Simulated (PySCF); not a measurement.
Species: C5H4F2O.
SMILES with atom numbers: `[F:1][CH:2]([F:3])[c:4]1[cH:5][cH:6][cH:7][o:8]1` (hydrogens: H9 on C2; H10 on C5; H11 on C6; H12 on C7)

Cartesian coordinates in Å at the PBE0-D3(BJ)/def2-SVP level; atoms count from 1:
```xyz
12
C5H4F2O angstrom
F      2.2426   -0.7938    1.2322
C      1.8656   -0.3123    0.0247
F      2.5424    0.8412   -0.1635
C      0.3990   -0.0719   -0.0259
C     -0.4165    0.8404    0.5776
C     -1.7393    0.5247    0.1444
C     -1.6164   -0.5522   -0.6844
O     -0.3254   -0.9170   -0.7900
H      2.1651   -1.0378   -0.7513
H     -0.1046    1.6377    1.2483
H     -2.6628    1.0324    0.4136
H     -2.3306   -1.1431   -1.2517
```

Linear response at CAM-B3LYP/def2-SVPD (PySCF, frozen core in the response, non-relativistic).

Static isotropic polarisability: 60.87 au (9.02 Å³), principal values 44.0, 62.3, 76.3 au.

Q: What is the polarisability at 1064 nm and at the sodium D line?

A: 61.43 au at 1064 nm (+0.9 %), 62.78 au at 589.3 nm (+3.1 %). The rise at 589.3 nm is 3.42 times that at 1064 nm; a pure ω² law gives 3.26. The lowest singlet lies at 202 nm, shorter than both wavelengths.

Q: What is the isotropic C6 coefficient between two such molecules, C6 = (3/π)∫α(iω)² dω?

A: 1642 au (Eh·bohr⁶) by a ten-point quadrature over imaginary frequencies, which is 981 eV·Å⁶ or 94.7 J·nm⁶/mol.

Q: Which effective excitation energy ω̄ makes London's formula C6 = (3/4)α²ω̄ exact here?

A: ω̄ = 4·C6/(3α²) = 0.591 Eh = 16.1 eV. A one-pole form α(ω) = α/(1 − ω²/ω̄²) fitted to the 1064 nm value gives 12.2 eV. London's choice of the ionisation energy (9.33 eV, ΔSCF at the same level) gives C6 = 953 au, 42 % too low.

Q: How anisotropic is the static polarisability, by Δα² = ½[(α1 − α2)² + (α2 − α3)² + (α3 − α1)²]?

A: Δα = 28.0 au, or 0.46 of the isotropic value.

Q: How many electrons N does the Slater–Kirkwood formula C6 = (3/4)·√N·α^(3/2) need to give this C6?

A: N = (4·C6/3)²/α³ = 21.3; the species has 60 electrons in all.

Q: What n − 1 at the D line would an ideal gas of it have at 273.15 K and 1 atm (2.6868 × 10¹⁹ cm⁻³), by n − 1 = 2π·N·α′?

A: 15.70 × 10⁻⁴, a formal value whether or not that pressure can be reached.

Q: What three-body coefficient follows from the one-pole estimate C9 = (3/4)·α·C6?

A: 75000 au. This is an estimate from the two numbers above, not a computed integral.

Q: What molar refraction at the D line follows from R = (4π/3)·N_A·α′, with α′ the polarisability volume?

A: α′ = 9.30 Å³ gives R = 23.47 cm³/mol, for isolated, non-vibrating species.

The run took about 60 s of CPU time (one thread, shared machine). This is the whole response run at CAM-B3LYP/def2-SVPD, SCF included.

One conformer stands for the species.
